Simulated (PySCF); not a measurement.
## Ionisation energy of Gd⁵³⁺ by level of theory

Gd⁵³⁺ [Ne] 3s1 (2S) → Gd⁵⁴⁺ [Ne] (1S), as a difference of total energies. Calculation: PySCF 2.14, in an uncontracted even-tempered set (17 s from 13 bohr⁻², ratio 2.5; 12 p from 17 bohr⁻², ratio 2.5; 4 d from 60 bohr⁻², ratio 2.7; 4 f from 90 bohr⁻², ratio 2.7); scalar relativity by spin-free X2C-1e. Correlated levels: outer shells: 1s2 frozen; virtual orbitals above 40 to 60 times the deepest correlated orbital energy dropped. The calculations carry no spin-orbit coupling.

```
                method  ionisation energy (eV)
                   UHF                  5026.6
    MP2 (outer shells)                  5027.3
SCS-MP2 (outer shells)                  5027.2
   CCSD (outer shells)                  5027.3
CCSD(T) (outer shells)                  5027.3
```

Breit and QED terms and the two-electron picture change are absent.

For comparison: 5025 ± 5 eV (theoretical estimate listed by NIST; NIST Atomic Spectra Database, ionization energies).
